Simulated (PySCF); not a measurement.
Exercise with solution: chemical shift, span and skew from a shielding tensor

C₂H₈BNO₂, SMILES COCB(N)O. Atoms are numbered in the order given.

```xyz
14

C     -0.0955    -2.6079     0.0000
O      0.3696    -1.2894     0.0000
C     -0.6539    -0.3162     0.0000
B     -0.0279     1.1506     0.0000
N      1.3633     1.2907     0.0000
O     -0.8258     2.2728     0.0000
H     -0.7122    -2.8314    -0.8956
H     -0.7122    -2.8314     0.8956
H      0.7762    -3.2796     0.0000
H     -1.3183    -0.4464    -0.8855
H     -1.3183    -0.4464     0.8855
H      1.9544     0.4690     0.0000
H      1.8401     2.1830     0.0000
H     -1.7675     2.0724     0.0000
```
Charge 0, spin multiplicity 1.

The structure is a stationary point at B3LYP-D3(BJ)/def2-SVP. This is a generated structure with no PubChem entry under its InChIKey; it may be hypothetical. One conformer was computed; it need not be the lowest.

GIAO shieldings from PBE0/pcSseg-1 in PySCF, non-relativistic, no solvent. The symmetric part of the tensor of C3 has the principal values 85.8, 94.9, 179.6 ppm. The same nucleus in TMS has σ = 186.3 ppm at this level (PySCF, at its B3LYP-D3(BJ)/def2-TZVP geometry).

**Question.** Work out the isotropic shielding, the ¹³C shift against TMS, the span and the skew.

**Answer.** 
σ(iso) = (σ11 + σ22 + σ33)/3 = 120.1 ppm. δ = σ(ref) − σ(iso) = 186.3 − (120.1) = 66.2 ppm.
Span Ω = σ33 − σ11 = 93.8 ppm. Skew κ = 3(σ(iso) − σ22)/Ω = 0.81. Tumbling in solution averages the tensor to δ; in a static solid the shielding alone would spread this spin-1/2 line over Ω.
